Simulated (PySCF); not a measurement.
C₅H₅NS.
Atom-mapped SMILES: `[CH3:1][C:2](=[C:3]=[S:4])[CH2:5][C:6]#[N:7]` (hydrogens: H8, H9, H10 on C1; H11, H12 on C5)

Structure used (GFN2-xTB), in Å, numbered top down from 1:
```xyz
12
C5H5NS angstrom
C      1.4512    0.2218    0.1147
C     -0.0014    0.5151   -0.1457
C     -0.5138    1.7034   -0.0099
S     -1.1261    3.1319    0.1187
C     -0.8713   -0.6662   -0.5363
C     -1.0132   -1.5483    0.5970
N     -1.0988   -2.2306    1.5097
H      1.9220   -0.1639   -0.7902
H      1.9751    1.1204    0.4279
H      1.5399   -0.5323    0.8968
H     -1.8623   -0.3333   -0.8533
H     -0.4002   -1.2188   -1.3556
```

The calculation used PySCF 2.14.0, density-fitted response routines, TDDFT PBE0/def2-SVPD, vertical, gas phase, core orbitals frozen in the response.

Transition dipole moments from the ground state, in atomic units and in the frame of the coordinates above (overall signs are arbitrary), for the states with f of 0.002 or more among the lowest 3:

| state | E (eV) | μx | μy | μz |
| --- | --- | --- | --- | --- |
| S2 | 5.426 | -0.146 | 0.355 | 0.116 |
| S3 | 5.642 | 0.013 | -0.069 | -0.271 |

Problem. What oscillator strength does each state have?

Solution. f = (2/3) ΔE |μ|² with ΔE in hartree (27.2114 eV).

| state | \|μ\|² (au) | \|μ\| (D) | f |
| --- | --- | --- | --- |
| S2 | 0.161 | 1.02 | 0.021 |
| S3 | 0.079 | 0.71 | 0.011 |

Problem. What angle do the transition dipoles of S2 and S3 make?

Solution. |cos θ| = |μa·μb| / (|μa| |μb|) = 0.52, so θ ≈ 59° (taken between 0 and 90°, since the signs are arbitrary).

Problem. What peak molar absorption coefficient would the strongest computed level give as a lone Gaussian band 0.3 eV wide at half height?

Solution. ε(max) = 2.175×10⁸ f / FWHM, with the width in cm⁻¹. S2: 2.175×10⁸ × 0.0214 / 2420 ≈ 1900 L mol⁻¹ cm⁻¹.

One conformer stands for the species.
